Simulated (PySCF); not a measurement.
Compound: H5InOSi.
Geometry (PBE0-D3(BJ)/def2-SVP, Å), atoms numbered from 1 in this order:
```xyz
8
H5InOSi angstrom
Si    -1.4286   -0.1189    0.1415
O      0.0675   -0.3442   -0.5021
In     1.9877    0.1012   -0.1122
H     -2.4799   -0.4146   -0.8809
H     -1.6344    1.2927    0.6138
H     -1.6682   -1.0155    1.3211
H      3.0131   -0.5715   -1.3058
H      2.1979    1.0514    1.3028
```

Level of theory: PBE0-D3(BJ)/def2-SVP geometry optimisation, gas phase, def2 core potentials past Kr in PySCF.

Task: Which atoms are bound to In3, and at what distances?

Result: 3 atoms: H7 1.711 Å, H8 1.717 Å, O2 2.009 Å. The nearest atom not counted as bound is Si1, at 3.43 Å.

Task: List the angles at In3.

Result: 
```tsv
angle	degrees	distance of the outer atoms (Å)
H7–In3–H8	136.0	3.18
O2–In3–H8	113.5	3.12
O2–In3–H7	110.5	3.06
```

Task: What is the shape at In3?

Result: Planar: angles 136.0°, 113.5° and 110.5°, sum 360.0°, 0.00 Å off the plane of its three neighbours.

Task: What are the other bond lengths?

Result: Si1–O2 1.644 Å; Si1–H4, Si1–H5, Si1–H6 1.500 Å.

Task: Give some angles away from the centre.

Result: Si1–O2–In3 139.7°.

Charge 0, singlet. No frequency check.

One conformer stands for the species.
